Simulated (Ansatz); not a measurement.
`C#C[NH][SnH3]` + CH₃NH₂ → `C[NH][SnH3]` + `C#CN` at 298.15 K and 1 bar (ligand exchange at the Sn–N bond).

Isolated molecules relaxed with PBE0-D4/def2-TZVP in Ansatz; ΔE leaves out vibrations. CCSD(T)/CBS is the MP2 limit (def2-TZVPP, def2-QZVPP) plus CCSD(T) − MP2 in def2-TZVPP, frozen cores. This one scheme is used for every species. Elements past krypton have def2 core potentials. For Sn outer-core shells are correlated without core-valence functions, which leaves a few kJ/mol of doubt a bond. Each species was taken in one conformer, which may not be the lowest.

| species | CCSD(T)/CBS energy (Eh) | H − E (kJ/mol) | S (J/(mol·K)) |
| --- | --- | --- | --- |
| `C#C[NH][SnH3]` | -347.74191 | 162.8 | 344.2 |
| CH₃NH₂ | -95.75281 | 180.0 | 240.4 |
| `C[NH][SnH3]` | -310.95876 | 211.9 | 324.8 |
| `C#CN` | -132.52893 | 129.7 | 253.5 |

H − E and S are ideal-gas, rigid-rotor, harmonic terms from PBE0-D4/def2-TZVP, for one conformer and one mirror image of each species. 1 Eh = 2625.50 kJ/mol, R = 8.31446 J/(mol·K).

Question: By hand: ΔE, ΔH, ΔS and ΔG.

Answer: ΔE = (-310.95876) + (-132.52893) − (-347.74191) − (-95.75281) = 0.00703 Eh = 18.5 kJ/mol. Δ(H − E) = 211.9 + 129.7 − 162.8 − 180.0 = -1.2, so ΔH = 17.3 kJ/mol. ΔS = 324.8 + 253.5 − 344.2 − 240.4 = -6.3 J/(mol·K). ΔG = 17.3 − 298.15 × (-6.3)/1000 = 19.2 kJ/mol.

Question: By hand: the equilibrium constant, and the temperature at which ΔG would vanish if ΔH and ΔS stayed fixed.

Answer: log₁₀ K = −ΔG/(RT ln 10) = -3.4. ΔH and −TΔS have one sign here, so there is no such temperature.

The number of gas molecules stays the same, so ΔS is small and ΔH decides. A doubt of 5 kJ/mol in ΔE shifts log₁₀ K by 0.9 here. Other conformers and mirror images would add mixing entropy, several J/(mol·K) or more a flexible species. These are equilibria of isolated gas molecules and say nothing of rates. Largest T1 diagnostic: 0.014 (customary marks: 0.02 for closed shells, 0.045 for open ones).

ΔS is within the doubt of such terms, so its sign, and with it that verdict, could turn.
